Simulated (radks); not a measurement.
The numbers below are computed, except where a source is named.
Excited configurations of Sm II: one electron is placed in a higher orbital outside [Xe] 4f6. The ground configuration is [Xe] 4f6 6s1. Code: a radial shooting solver on a logarithmic mesh with Libxc functionals. Model: Dirac Kohn-Sham, BLYP, spin-unpolarised, spherical densities, finite nucleus; open shells fill j = l - 1/2 first; Fermi nuclear charge, rms radius 5.0819 fm. Excitation = E - E(ground); binding = E(ion) - E, where the ion is the core of charge +2; n* = 2/sqrt(2 binding) in atomic units, and the quantum defect is n - n*.

outer orbital	excitation (eV)	binding (eV)	n*	quantum defect	eigenvalue (eV)	<r> (bohr)
5d3/2	1.407	9.788	2.358	2.642	-6.107	2.998
6p1/2	2.967	8.228	2.572	3.428	-6.036	4.739
6d3/2	6.592	4.603	3.438	2.562	-3.397	7.639
7p1/2	6.765	4.430	3.505	3.495	-3.399	9.143
7d3/2	8.287	2.908	4.326	2.674	-2.204	13.12

The Delta-SCF ionisation energy is 11.195 eV (NIST Atomic Spectra Database: 11.08 eV, semi-empirical). Self-interaction in the functional shifts the binding energies and quantum defects, so they are the method's values and not measured ones. Spin polarisation and multiplet splitting are left out, so open shells lie too high by an amount that depends on their filling.

Beside tabulated values, note that spin-unpolarised runs miss the spin-polarisation part of the exchange energy of open shells.
